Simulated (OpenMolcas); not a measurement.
## Multiplet structure of Co²⁺

* Program: OpenMolcas 26.06
* Method: CASSCF
* Basis: ANO-RCC-VTZP [6s5p3d2f1g]
* Scalar Hamiltonian: DKH2, point nucleus
* Active space: 7 electrons in 6 orbitals (3d 4s)
* State averaging: 2S+1 = 6 even, 5 roots; 2S+1 = 4 even, 60 roots (50 in the spin-orbit step); 2S+1 = 2 even, 110 roots
* Spin-orbit coupling: state interaction with AMFI integrals over the reference wave functions, term energies averaged over their components

With spin-orbit coupling, above the lowest level:

| Configuration | Term | J | E (cm⁻¹) | Measured (cm⁻¹) | Term weight % | Second |
| --- | --- | --- | --- | --- | --- | --- |
| 3d⁷ | ⁴F | 9/2 | 0.0 | 0.0 | 99 |  |
| 3d⁷ | ⁴F | 7/2 | 947 | 841 | 100 |  |
| 3d⁷ | ⁴F | 5/2 | 1631 | 1451 | 100 |  |
| 3d⁷ | ⁴F | 3/2 | 2094 | 1867 | 100 |  |
| 3d⁷ | ²G | 9/2 | 13204 | 16978 | 98 |  |
| 3d⁷ | ²G | 7/2 | 14057 | 17766 | 100 |  |
| 3d⁷ | ²P | 3/2 | 18856 |  | 71 | 23 ⁴P |
| 3d⁷ | ²H | 11/2 | 19752 | 22720 | 100 |  |
| 3d⁷ | ²P | 1/2 | 19968 |  | 71 | 29 ⁴P |
| 3d⁷ | ⁴P | 5/2 | 20189 |  | 94 | 6 ²D(1) |
| 3d⁷ | ²H | 9/2 | 20521 | 23434 | 98 |  |
| 3d⁷ | ⁴P | 3/2 | 21263 |  | 71 | 15 ²P |
| 3d⁷ | ⁴P | 1/2 | 21590 |  | 71 | 29 ²P |
| 3d⁷ | ²D(1) | 5/2 | 22050 | 23059 | 94 | 6 ⁴P |
| 3d⁷ | ²D(1) | 3/2 | 23423 | 24237 | 80 | 14 ²P |
| 3d⁶ 4s | ⁶D | 9/2 | 26126 | 46438 | 100 |  |
| 3d⁶ 4s | ⁶D | 7/2 | 26696 | 47003 | 100 |  |
| 3d⁶ 4s | ⁶D | 5/2 | 27122 | 47415 | 100 |  |
| 3d⁶ 4s | ⁶D | 3/2 | 27420 | 47699 | 100 |  |
| 3d⁶ 4s | ⁶D | 1/2 | 27596 | 47865 | 100 |  |
| 3d⁶ 4s | ⁴D(1) | 7/2 | 37562 | 55729 | 100 |  |
| 3d⁶ 4s | ⁴D(1) | 5/2 | 38205 |  | 100 |  |
| 3d⁶ 4s | ⁴D(1) | 3/2 | 38642 |  | 100 |  |
| 3d⁶ 4s | ⁴D(1) | 1/2 | 38897 |  | 100 |  |
| 3d⁷ | ²F | 5/2 | 39132 | 37021 | 100 |  |
| 3d⁷ | ²F | 7/2 | 39513 | 37316 | 100 |  |
| 3d⁶ 4s | ⁴H | 13/2 | 54331 | 71623 | 100 |  |
| 3d⁶ 4s | ⁴H | 11/2 | 54551 | 71874 | 99 |  |
| 3d⁶ 4s | ⁴H | 9/2 | 54746 | 72083 | 99 |  |
| 3d⁶ 4s | ⁴H | 7/2 | 54914 | 72270 | 99 |  |
| 3d⁶ 4s | ⁴P | 5/2 | 56595 | 70934 | 100 |  |
| 3d⁶ 4s | ⁴F | 9/2 | 57982 | 73286 | 95 | 4 ⁴G |
| 3d⁶ 4s | ⁴P | 3/2 | 58056 | 72342 | 99 |  |
| 3d⁶ 4s | ⁴F | 7/2 | 58206 | 73540 | 95 | 4 ⁴G |
| 3d⁶ 4s | ⁴F | 5/2 | 58406 | 73727 | 97 | 2 ⁴G |
| 3d⁶ 4s | ⁴F | 3/2 | 58567 | 73862 | 100 |  |
| 3d⁶ 4s | ⁴P | 1/2 | 58929 | 73214 | 99 |  |
| 3d⁶ 4s | ⁴G | 11/2 | 60853 | 76519 | 97 | 2 ²H |
| 3d⁶ 4s | ⁴G | 9/2 | 61366 | 77121 | 94 | 4 ⁴F |
| 3d⁶ 4s | ⁴G | 7/2 | 61611 | 77383 | 95 | 4 ⁴F |

Against the 31 measured excited levels shown (Sugar and Corliss, J. Phys. Chem. Ref. Data 10, 1097 (1981)) the mean absolute deviation is 12000 cm-1; the largest miss in energy is 3d⁶ 4s ⁶D_9/2: computed 26126, measured 46438 cm⁻¹ (-43.7 %). Levels of one J stand in another order than measured, so their pairing by name is doubtful.

Spin-orbit coupling puts the lowest level 967 cm⁻¹ below the lowest spin-free term.

For ⁴F the intervals divided by the larger J are -185.1, -195.3, -210.5 cm-1. Landé's interval rule makes them equal in pure LS coupling; they differ by 13 % of their mean. The multiplet is inverted.

Some high roots are left out of the spin-orbit mixing, which shifts the levels that they would mix with. Without dynamic correlation excited terms often stand tens of per cent too high (terms of higher spin than the ground term too low), and those without a measured partner can miss by more than the paired ones. A single d shell beside an s shell can misplace configurations of different d count against each other. Measured partners are found by configuration, term and J. A level has none where our copy of the source lacks it or the pairing is in doubt (some pairs that miss far off the trend of their configuration count as doubtful), and it then counts in no deviation. Only configurations of the active space appear. The first state left out of the spin-orbit step lies near 95000 cm-1 above the lowest spin-free state of the reference (among the parities and spins computed), and the list stops at four fifths of that energy or lower. The table shows the lowest 40 of 59 levels.

The RASSCF and RASSI steps took 2.1 min on 1 thread of Intel(R) Xeon(R) Platinum 8259CL CPU @ 2.50GHz (Skylake/Cascade Lake) (shared host); the integral step is not counted.

The term weight is that of the spin-free term in the level, not the purity of its configuration. A number in round brackets counts repeated terms of one configuration in the order of the reference energies.
